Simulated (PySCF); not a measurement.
# Working with the constants of GaSb

PBE0 constants of GaSb, ³Σ⁻ (triplet), unpaired electrons π ↑↑ (basis Ga cc-pVTZ-PP with ECP10, Sb cc-pVTZ-PP with ECP28; scalar-relativistic core potentials; PySCF 2.14; masses 68.9256 and 120.9038 u):

* ωe: 176.3 cm⁻¹
* ωexe: 0.395 cm⁻¹
* Be: 0.049925 cm⁻¹
* αe: 0.000169 cm⁻¹
* D (centrifugal): 1.6e-08 cm⁻¹
* De to Ga + Sb: 1.79 eV

Give the vibrational terms G(v) and spacings up to v = 6.

G(v) = ωe(v+½) − ωexe(v+½)².

```tsv
v	G(v) (cm⁻¹)	G(v) − G(v−1)	Bv (cm⁻¹)
0	88.1		0.04984
1	263.6	175.5	0.04967
2	438.3	174.7	0.04950
3	612.2	173.9	0.04933
4	785.4	173.1	0.04916
5	957.7	172.4	0.04900
6	1129.3	171.6	0.04883
```

How well does the Morse estimate ωe²/(4ωexe) reproduce De, and what is D0?

It gives 2.44 eV, 136 % of the computed De. D0 = De − G(0) = 1.79 − 0.01 = 1.78 eV.

These are scalar-relativistic numbers at best; spin–orbit coupling would shift them, the dissociation energy most. The state is the lowest determinant that a PBE0 search found; another state may lie lower at other levels.
